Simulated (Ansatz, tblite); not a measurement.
Bond stretch in Sn(Me)4, C4H12Sn, SMILES [CH3][Sn]([CH3])([CH3])[CH3], singlet. The C1–H17 bond (C1 also carries H, H, Sn; H17 carries nothing else) is pulled apart rigidly from the PBE0/def2-SVP, def2 effective core potentials past Kr optimised geometry. Each curve is given relative to its own lowest point near equilibrium.

| R / Å | A | B | C |
|---|---|---|---|
| 0.91 | 33.1 | 34.7 | 26.6 |
| 0.97 | 13.6 | 14.8 | 9.8 |
| 1.02 | 4.7 | 5.4 | 2.7 |
| 1.08 | 0.3 | 0.4 | 0.0 |
| 1.10 | 0.0 | 0.0 | 0.1 |
| 1.14 | 0.9 | 0.5 | 1.7 |
| 1.17 | 2.7 | 2.0 | 3.7 |
| 1.23 | 8.3 | 7.0 | 9.4 |
| 1.33 | 21.9 | 19.4 | 22.0 |
| 1.44 | 40.1 | 36.3 | 37.9 |
| 1.62 | 71.8 | 65.8 | 65.3 |
| 1.81 | 103.9 | 95.4 | 92.7 |
| 2.04 | 138.0 | 126.4 | 121.5 |
| 2.29 | 168.5 | 153.6 | 146.6 |
| 2.71 | 206.5 | 186.4 | 176.1 |
| 3.21 | 235.5 | 210.1 | 195.3 |

Energies in mEh.

Problem. Assign the columns to these levels of theory: GFN2-xTB, 300 K electronic temperature run with tblite 0.5.0; Ansatz (an electronic-structure program) with restricted PBE/def2-SVP, def2 effective core potentials past Kr; restricted PBE0/def2-SVP, def2 effective core potentials past Kr run with Ansatz.

Solution. A is RKS-PBE0; B is RKS-PBE; C is GFN2-xTB.

The restricted form behind RKS-PBE, RKS-PBE0 keeps the bonding electrons paired and can't separate into open-shell fragments.
